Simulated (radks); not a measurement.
Task: The potassium ion K+, [Ar]. Method: non-relativistic Kohn-Sham, LDA (Slater exchange, Perdew-Wang correlation), spin-polarised, spherical densities, point nucleus; computed with a radial shooting solver on a logarithmic mesh with Libxc functionals. Every spin shell is full or empty, so the densities are truly spherical. Functionals are evaluated on that one density, not self-consistently. Rank these exchange functionals by their error against the exact value of the orbitals, and give that value: LDA, PBE, revPBE, PW86, WC, AM05, SOGGA, B86b, revTPSS, r2SCAN, TASK, MVS.

Result: Exact: -32.4977 hartree. From best to worst, with 100 (|E| - |E exact|)/|E exact| (equal figures are ties): r2SCAN +0.02, B86b +0.05, MVS -0.17, revPBE -0.19, PW86 +0.40, revTPSS -0.54, PBE -0.55, WC -1.48, TASK -2.91, SOGGA -3.37, AM05 -6.63, LDA -7.49.
